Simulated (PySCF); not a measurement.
Ge(Cl)2 anion (Cl₂Ge), SMILES [Cl][Ge][Cl] (connectivity only; charge and spin as stated), charge -1, multiplicity 2. Geometry optimised at PBE-D3(BJ)/def2-SVPD. The multiplicity is an assumed one; other spin states were not compared. The isomer is the one that the SMILES or the coordinates give; other isomers of the formula were not compared.

Level of theory: PBE-D3(BJ)/def2-SVPD (PySCF).

Harmonic wavenumbers (cm⁻¹): 104, 260, 290. Rotational constants (GHz): 6.010, 2.138, 1.577; symmetry number 2.

Q: Work out the zero-point energy and the ideal-gas rigid-rotor harmonic-oscillator thermochemistry at 298.15 K and 1 atm.

A: ZPE = ½ Σ hcν = ½ × 654 cm⁻¹ = 0.94 kcal/mol. H − E(el) = 4.33 kcal/mol. Entropy in cal/(mol K): translation 40.80, rotation 25.79, vibration 6.51, spin 1.38, total 74.47. G − E(el) = -17.87 kcal/mol. Cp = 13.33 cal/(mol K). Modes under 150 cm⁻¹ make the vibrational entropy uncertain.
